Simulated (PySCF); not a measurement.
Excitation energy of As by level of theory

As [Ar] 3d10 4s2 4p3 (4S) → As [Ar] 3d10 4s1 4p4 (4P), as a difference of total energies. Calculation: PySCF 2.14, in aug-cc-pVQZ-PP with ECP10MDF; a scalar-relativistic core potential. Correlated levels: valence: 3s2 3p6 3d10 frozen. The calculations carry no spin-orbit coupling.

| method | excitation energy (eV) |
| --- | --- |
| UHF | 8.564 |
| LDA | 9.290 |
| PBE | 9.097 |
| PBE0 | 9.028 |
| r2SCAN | 8.821 |
| wB97X | 9.401 |
| B97-3 | 9.113 |
| MN15 | 8.874 |
| wB97M-V | 9.178 |
| MP2 (valence) | 8.668 |
| SCS-MP2 (valence) | 8.687 |

How much does correlation contribute at MP2 (valence)?

8.668 − (8.564) = 0.104 eV, measured against UHF.
